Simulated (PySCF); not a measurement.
C₂H₈N₂, charge +1, multiplicity 2. Atoms are numbered in the order given.

```xyz
12

N      0.1073    -1.8733     0.0000
C     -0.5512    -0.6791     0.0000
C      0.5512     0.6791     0.0000
N     -0.1073     1.8733     0.0000
H      0.4360    -2.2980     0.8621
H      0.4360    -2.2980    -0.8621
H     -1.1377    -0.5121    -0.9123
H     -1.1377    -0.5121     0.9123
H      1.1377     0.5121     0.9123
H      1.1377     0.5121    -0.9123
H     -0.4360     2.2980    -0.8621
H     -0.4360     2.2980     0.8621
```
Charge +1, spin multiplicity 2.

Geometry optimised at PBE0-D3(BJ)/def2-SVP. The multiplicity is an assumed one; no other spin state was optimised. The values are those of a single conformer.

These are ωB97X/def2-TZVP in PySCF values and carry that method's errors.

The molecule is in vacuum.

total energy: -190.24918 hartree
point group: C2h
α spin, highest occupied and lowest empty level: -14.42 and -1.66 eV
β spin, highest occupied and lowest empty level: -14.93 and -7.06 eV
dipole moment about the centre of nuclear charge: 0.00 D
mean static polarisability: 59.7 bohr³ (8.84 Å³)
polarisability, principal values: 33.0, 33.4, 112.6 bohr³
⟨S²⟩: 0.760 (pure state 0.75)
